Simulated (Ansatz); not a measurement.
Breaking a bond: SMILES [BeH2]. The Be1–H3 bond (Be1 also carries H; H3 carries nothing else) is pulled apart rigidly from the PBE0/def2-TZVP optimised geometry.

Levels: RHF/cc-pVQZ (Ansatz, an electronic-structure program); RMP2 = MP2 on RHF/cc-pVQZ, frozen core (Ansatz); UHF/cc-pVQZ (Ansatz); UMP2 = MP2 on UHF/cc-pVQZ, frozen core run with Ansatz; UCCSD = Ansatz with CCSD on UHF/cc-pVQZ, frozen core; UCCSD(T) = CCSD(T) on UHF/cc-pVQZ, frozen core (Ansatz); RKS-PBE = restricted PBE/cc-pVQZ (Ansatz); UKS-PBE = unrestricted PBE/cc-pVQZ in Ansatz; RKS-PBE0 = restricted PBE0/cc-pVQZ (Ansatz); UKS-PBE0 = unrestricted PBE0/cc-pVQZ run with Ansatz; FCI = full CI/cc-pVQZ, frozen core (Ansatz).

All curves are set to zero at 1.34 Å and compared with full CI in the same basis at 1.34, 1.38, 1.41, 1.47, 1.54, 1.66, 1.81, 2.01, 2.18, 2.38, 2.64, 2.97, 3.25, 3.65, 4.10, 4.68 Å.

### Question
Order the methods by the spread of their error (largest minus smallest) over these points.

### Answer
UCCSD(T) has the smallest spread and RHF the largest. In order (kcal/mol): UCCSD(T) 1.11, UCCSD 1.82, UKS-PBE 4.12, UKS-PBE0 7.55, UMP2 15.07, RKS-PBE 24.13, UHF 25.90, RMP2 34.95, RKS-PBE0 36.83, RHF 63.51.

Errors against full CI at some of the points (kcal/mol):

```csv
method,1.66 Å,2.01 Å,2.64 Å,3.25 Å,4.68 Å
UCCSD(T),0.0,0.1,0.5,1.1,0.1
UCCSD,0.1,0.2,1.2,1.8,0.1
UKS-PBE,-0.8,-1.4,0.2,-1.2,-3.9
UKS-PBE0,0.0,0.6,3.7,-0.1,-3.8
UMP2,0.8,2.6,10.6,2.1,-3.1
RKS-PBE,-0.8,-1.4,0.2,6.4,22.7
UHF,0.8,3.2,-3.4,-15.3,-21.5
RMP2,0.8,2.6,9.0,19.2,34.9
RKS-PBE0,0.0,0.6,5.0,14.3,36.8
RHF,0.8,3.2,12.3,27.1,63.5
```

The restricted form behind RHF, RMP2, RKS-PBE, RKS-PBE0 keeps the bonding electrons paired and can't separate into open-shell fragments. The T1 diagnostic of CCSD on the restricted reference of RMP2 exceeds 0.045 at 2.97 to 4.68 Å. The unrestricted determinant behind UHF, UMP2, UCCSD, UCCSD(T) is spin-contaminated at 2.18 to 4.68 Å (<S²> up to 1.0, against 0.00 for a pure singlet). The unrestricted determinant behind UKS-PBE is spin-contaminated at 2.97 to 4.68 Å (<S²> up to 1.0, against 0.00 for a pure singlet). The unrestricted determinant behind UKS-PBE0 is spin-contaminated at 2.64 to 4.68 Å (<S²> up to 1.0, against 0.00 for a pure singlet).
